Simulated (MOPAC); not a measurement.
MOPAC input (AM1):

```
AM1 PRECISE GNORM=0.05 LET XYZ UHF MS=0.5 GEO-OK AUX(PRECISION=9) THREADS=1
GeI

Ge   -0.00000000 1   -0.00000000 1   -1.59327959 1
I     0.00000000 1    0.00000000 1    0.96198013 1
```

Problem. What heat of formation does the run end on?

Solution. 73.12 kcal/mol.
